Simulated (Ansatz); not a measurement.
Cost and result for the atomization energy of GeH$_{6}$O$_{3}$Si, SMILES `[OH][GeH]([OH])[O][SiH3]` (11 atoms, 10 bonds).

Cartesian coordinates in Å:
```
O 1.123 1.526 0.772
Ge 1.207 -0.199 0.436
O 1.101 -1.063 1.969
O -0.198 -0.714 -0.498
Si -1.409 0.070 -1.280
H 0.625 1.717 1.571
H 2.487 -0.476 -0.343
H 0.431 -1.751 1.940
H -2.193 0.914 -0.338
H -0.873 0.937 -2.363
H -2.299 -0.962 -1.867
```

Charge 0, multiplicity 1. Correlated methods include outer-core shells of Ge, which these sets cover unevenly. Scalar relativity is left out up to krypton. All single points use the PBE0-D4/def2-TZVP geometry. It is one conformer, not always the lowest. Program: Ansatz. Hardware: A = 2 threads of an AMD EPYC 7R13 on a shared host; B = 2 threads of an AMD EPYC 7R13 on a shared host and a share of an NVIDIA H100 80 GB. Times are those of one run each, without the atoms' runs, and a repeat can differ threefold. Electronic energies, without spin–orbit coupling; frozen cores. CCSD(T)/CBS adds CCSD(T) − MP2 in def2-TZVPP to the MP2 limit, and its time is that of the two runs behind it. T1 = 0.012. With those shells the extrapolation isn't a true limit. B3LYP takes the VWN-RPA correlation (the form of Gaussian; ORCA's B3LYP/G).

CCSD(T)/CBS is a level of theory with its own doubt, some kJ/mol a heavy atom from the limit and from the frozen cores, so smaller differences don't rank the functionals.

```csv
level,functions,wall time
PBE-D4/def2-TZVPP (with forces) [A],267,3.7 s
PBE0-D4/def2-TZVPP [A],267,6 s
r2SCAN-D4/def2-TZVPP (with forces) [A],267,7 s
B3LYP-D4/def2-TZVPP (with forces) [A],267,9 s
B2PLYP/def2-TZVPP [A],267,10 s
CCSD(T)/def2-TZVPP [B],267,12 s
MP2/def2-QZVPP [B],510,12 s
ωB97X-V/def2-TZVPP [A],267,12 s
ωB97M-V/def2-TZVPP (with forces) [A],267,19 s
CCSD(T)/CBS(def2),–,23 s
```

Q: What atomization energy does each give, and how far from CCSD(T)/CBS? (Estimate.)

A: The calculation gave: 
| level | atomization (kJ/mol) | difference from CCSD(T)/CBS | per bond |
| --- | --- | --- | --- |
| PBE-D4/def2-TZVPP (with forces) [A] | 3811.6 | -28.8 | -2.9 |
| PBE0-D4/def2-TZVPP [A] | 3732.3 | -108.1 | -10.8 |
| r2SCAN-D4/def2-TZVPP (with forces) [A] | 3805.4 | -35.0 | -3.5 |
| B3LYP-D4/def2-TZVPP (with forces) [A] | 3774.2 | -66.2 | -6.6 |
| B2PLYP/def2-TZVPP [A] | 3759.3 | -81.1 | -8.1 |
| CCSD(T)/def2-TZVPP [B] | 3734.1 | -106.3 | -10.6 |
| MP2/def2-QZVPP [B] | 3875.3 | 34.9 | 3.5 |
| ωB97X-V/def2-TZVPP [A] | 3826.4 | -14.0 | -1.4 |
| ωB97M-V/def2-TZVPP (with forces) [A] | 3802.9 | -37.5 | -3.8 |
| CCSD(T)/CBS(def2) | 3840.4 | 0.0 | 0.0 |

From PBE to PBE0 (25 % exact exchange), in def2-TZVPP and without D4, the atomization energy moves by −75.9 kJ/mol: exact exchange takes away binding that semilocal exchange gives to molecules. The D4 term adds +37.1 kJ/mol with B3LYP and +19.6 kJ/mol with PBE0; it sums over pairs of atoms, weighted by their polarisabilities, and B3LYP, whose exchange is more repulsive, gets the larger term. In def2-TZVPP, CCSD(T) changes the Hartree–Fock value by +1061.4 kJ/mol (the triples alone add +58.2 kJ/mol) and MP2 by +1138.7 kJ/mol; breaking electron pairs costs correlation energy, which Hartree–Fock lacks.
